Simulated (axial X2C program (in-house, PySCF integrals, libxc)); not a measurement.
What spin–orbit coupling does to RbTe

Calculated with an axial X2C code built on PySCF integrals. Spin-free means the one-electron spin-free X2C Hamiltonian; two-component (2c) means X2C with spin–orbit coupling and atomic mean-field two-electron Coulomb and Gaunt terms, so the difference of the two also holds small scalar two-electron terms. Basis: Te dyall-cv3z [11s12p8d4f1g], Rb dyall-cv3z [12s13p8d4f1g] (cores contracted in-house); Gaussian nuclei, density fitting, unrestricted open shells. Masses: Te 129.906 u, Rb 84.912 u.

Spin-free state: M_S = 1/2, Λ = 1 (beyond evenly filled blocks: π+α, π+β, π-α); fragments Te + Rb.

```tsv
level	Re (Å)	ωe (cm⁻¹)	De (eV)	μ (D)
PBE0	3.287	125.5	2.247	10.85
HF	3.399	118.6	1.316	12.43
MP2	3.304	126.9	2.067	n/a
CCSD	3.324	125.2	2.060	n/a
CCSD(T)	3.318	125.6	2.081	n/a
PW91	3.291	122.4	2.317	10.04
```

Correlated methods: 15 electrons correlated (number of frozen shells: Te 4 s, 3 p, 2 d; Rb 3 s, 2 p, 1 d), 311 virtual spin orbitals or spinors in MP2, 90 natural virtuals in coupled cluster.

Dipoles are positive if Rb is the positive end.

(1) Within this multiplet, which Ω should lie lowest by the rule for regular and inverted multiplets?

Two-component determinant lowest at the distance of the search:

Ω = 3/2 (⟨Sz⟩ = 0.50, ⟨Lz⟩ = 1.00 at HF); fragments Te + Rb.

| level | Re (Å) | ωe (cm⁻¹) | De (eV) | μ (D) |
| --- | --- | --- | --- | --- |
| PBE0 | 3.291 | 124.6 | 2.197 | 10.79 |
| HF | 3.402 | 118.1 | n/a | 12.40 |
| MP2 | 3.307 | 126.3 | 1.973 | n/a |
| CCSD | 3.327 | 124.6 | 1.962 | n/a |
| CCSD(T) | 3.321 | 125.0 | 1.979 | n/a |
| PW91 | 3.297 | 121.0 | 2.267 | 9.93 |

(2) From the two tables, how do the constants change at the CCSD(T) level (2c against spin-free)?

The state is a single determinant with fixed occupations, the lowest that a limited PBE0 search found. De is counted from the lowest determinant-based energies of the atoms at the same level, without counterpoise correction. De is not given where an atomic determinant may have missed its ground term or J level, or where the truncated virtual space spoils (T). Density functionals use the spin component along the axis (collinear). Coupled cluster ran in a truncated set of natural virtual spinors; the MP2 energy of the rest was added. (T) has no such correction and the atoms are truncated less, which lowers De at CCSD(T) by a hundredth of an eV or more. PBE0 can misorder states that lie within some tenths of an eV, so this need not be the ground state of the molecule. The nearest other spin-free determinant of the search, M_S = 1/2, Λ = 0, lies 0.30 eV up at the distance of the search. Without a current term, density functionals place determinants with orbital angular momentum somewhat too high. With the outer-core shells frozen, correlated bond lengths of heavy atoms tend to come out a few hundredths of an ångström too long.

Results:

(1) The open π shell holds three electrons, one hole, so the multiplet is inverted: Ω = Λ + 1/2 = 3/2. The PBE0 2c search agrees.

(2) At the CCSD(T) level Re goes up by 0.003 Å and ωe falls by 0.6 cm⁻¹; De changes by -0.102 eV.
